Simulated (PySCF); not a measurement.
Ligands exchanged one at a time, Ga NH2-H. Isolated molecules, 0 K electronic values unless said otherwise. One relaxed conformer stands for each flexible species; it need not be the lowest. Strings in code marks are SMILES.

Quantity: vertical ionisation energy (energy after one electron is removed minus that of the parent at the parent's geometry), in eV.

Level 1: ωB97X-D3(BJ)/def2-TZVP // PBE0-D3(BJ)/def2-TZVP (PySCF)
Level 2: minus the HOMO energy of B3LYP/6-31G* // PBE0-D3(BJ)/def2-TZVP (PySCF)
Level 3: minus the HOMO energy of HF/STO-3G // PBE0-D3(BJ)/def2-TZVP (PySCF)
Level 4: HF/6-31G* // PBE0-D3(BJ)/def2-TZVP (PySCF)

| species | level 2 | level 3 | level 4 |
|---|---|---|---|
| `[GaH3]` | 8.42 | 6.90 | 10.71 |
| `[NH2][GaH2]` | 6.94 | 7.04 | 8.11 |

Problem. What does level 1 give for each?

Solution. 
- `[GaH3]`: 11.47
- `[NH2][GaH2]`: 9.88
